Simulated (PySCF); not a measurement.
Compound: trans-Hf(PH3)2F4 (singlet state).
Bonds: Hf1–P2, Hf1–P6, Hf1–F10, Hf1–F11, Hf1–F12, Hf1–F13. Hydrogens: H3, H4, H5 on P2; H7, H8, H9 on P6.

Method: PySCF 2.14.0, PBE0-D3(BJ)/def2-SVP geometry optimisation, gas phase, def2 core potentials past Kr; density fitting, grid level 1; the optimiser is geomeTRIC in internal coordinates, started from a GFN2-xTB structure with every atom displaced at random (about 0.03 Å).

Step 2: E = -30826.2138 eV
```
atom  x, y, z in Å  |  force x, y, z in eV/Å
Hf1    -0.0439   -0.1420   -0.0057   -0.133   0.092   0.062
P2     -0.1138    0.0815    2.8254    0.360  -0.050   0.258
H3      0.7491    1.0961    3.3204   -0.144   0.039  -0.084
H4      0.6622   -1.0052    3.3043   -0.104  -0.057   0.016
H5     -1.0981    0.1053    3.8461   -0.082   0.023  -0.076
P6      0.0279   -0.0892   -2.8473    0.019   0.203  -0.189
H7      1.0829    0.7171   -3.3449    0.016  -0.043   0.011
H8     -1.0485    0.7190   -3.2933   -0.003  -0.046   0.011
H9      0.0025   -1.0723   -3.8738    0.004  -0.028   0.157
F10     1.7358   -0.0842    0.8087    0.047  -0.047   0.002
F11    -1.9641   -0.0154    0.1568   -0.159   0.012   0.163
F12     0.1012    1.7102   -0.6392    0.051  -0.189  -0.161
F13    -0.0626   -2.0731   -0.2353    0.131   0.090  -0.170
```

Step 3: E = -30826.2589 eV
```
atom  x, y, z in Å  |  force x, y, z in eV/Å
Hf1    -0.0329   -0.1273   -0.0096    0.242  -0.303   0.199
P2     -0.1136    0.0781    2.8683    0.199   0.016  -0.018
H3      0.7156    1.1199    3.3686   -0.118  -0.078   0.017
H4      0.6220   -1.0203    3.3746    0.007  -0.021   0.078
H5     -1.1587    0.1044    3.8335    0.051   0.053  -0.135
P6      0.0148   -0.0607   -2.8760   -0.081  -0.009  -0.030
H7      1.0807    0.7239   -3.3852   -0.041  -0.041  -0.013
H8     -1.0764    0.7357   -3.3203    0.112  -0.082  -0.027
H9     -0.0208   -1.0891   -3.8612   -0.003   0.108   0.118
F10     1.7813   -0.1216    0.7319   -0.166   0.055   0.084
F11    -1.9429   -0.0293    0.2643   -0.198   0.050   0.094
F12     0.1569    1.6843   -0.6992   -0.008   0.216  -0.162
F13     0.0046   -2.0503   -0.2675    0.003   0.035  -0.205
```

Step 4: E = -30826.2913 eV
```
atom  x, y, z in Å  |  force x, y, z in eV/Å
Hf1    -0.0307   -0.1226   -0.0137   -0.104  -0.115   0.185
P2     -0.0736    0.0782    2.8845   -0.083  -0.028  -0.123
H3      0.7170    1.1251    3.4246   -0.031  -0.050   0.005
H4      0.6274   -1.0275    3.4238    0.020   0.014   0.060
H5     -1.1671    0.1110    3.7907    0.049   0.036  -0.024
P6      0.0062   -0.0466   -2.8874   -0.096  -0.092   0.122
H7      1.0792    0.7150   -3.4105   -0.026  -0.012  -0.055
H8     -1.0846    0.7347   -3.3521    0.097  -0.041  -0.048
H9     -0.0343   -1.1083   -3.8308    0.008   0.083   0.017
F10     1.7534   -0.1373    0.7912   -0.035   0.073  -0.056
F11    -1.9514   -0.0308    0.2867    0.212   0.001   0.042
F12     0.1582    1.6872   -0.7272    0.012   0.053  -0.002
F13     0.0308   -2.0303   -0.3575   -0.023   0.078  -0.125
```

Step 5: E = -30826.3051 eV
```
atom  x, y, z in Å  |  force x, y, z in eV/Å
Hf1    -0.0133   -0.1325   -0.0103    0.167   0.349  -0.025
P2     -0.0666    0.0764    2.8904   -0.058  -0.098  -0.164
H3      0.6850    1.1280    3.4647    0.055   0.019   0.022
H4      0.5983   -1.0232    3.4883    0.019   0.033   0.067
H5     -1.2072    0.1287    3.7300   -0.008   0.007   0.007
P6     -0.0079   -0.0480   -2.8847   -0.056   0.012   0.199
H7      1.0671    0.6878   -3.4355    0.009   0.023  -0.069
H8     -1.0889    0.7218   -3.3775    0.014   0.032  -0.091
H9     -0.0551   -1.1319   -3.7944    0.003  -0.010  -0.024
F10     1.7943   -0.1176    0.7353   -0.115  -0.100  -0.005
F11    -1.9140   -0.0418    0.3889    0.113  -0.024  -0.028
F12     0.1955    1.7071   -0.6661   -0.137  -0.263   0.057
F13     0.0435   -2.0070   -0.5071   -0.006   0.020   0.054
```

Q: Estimate the geometry and energy of step 6. (The exact step hangs on the optimiser's Hessian estimate; all steps are aligned on step 5, rigid shifts and turns removed.)

A: E = -30826.3160 eV, largest force 0.190 eV/Å
```
atom  x, y, z in Å  |  force x, y, z in eV/Å
Hf1    -0.0015   -0.1272   -0.0061    0.162   0.093  -0.036
P2     -0.0633    0.0704    2.8833   -0.014  -0.099  -0.076
H3      0.6850    1.1256    3.4566    0.040   0.029   0.024
H4      0.5954   -1.0180    3.5099    0.007   0.030   0.030
H5     -1.2128    0.1333    3.7088   -0.020   0.018   0.017
P6     -0.0102   -0.0403   -2.8774   -0.022   0.015   0.084
H7      1.0636    0.6868   -3.4455    0.018   0.006  -0.033
H8     -1.0802    0.7284   -3.3939   -0.019   0.033  -0.052
H9     -0.0578   -1.1295   -3.7796    0.007  -0.039  -0.035
F10     1.7986   -0.1528    0.7472    0.011   0.019  -0.006
F11    -1.8890   -0.0348    0.4113   -0.118  -0.058   0.008
F12     0.1503    1.7029   -0.6745   -0.011  -0.021   0.042
F13     0.0526   -1.9969   -0.5179   -0.041  -0.026   0.033
```

The energy changes by -0.0109 eV. The first-order estimate −F·Δx gives -0.0216 eV and the mean of the old and new forces, exact on a quadratic surface, -0.0110 eV. The step makes an angle of 66° with the force vector and moves no atom by more than 0.046 Å.

What follows is the cost of the whole optimisation. On one thread of an Arm Neoverse V1 (shared host), this took 3.6 min wall and 0.62 GiB of memory at its peak.
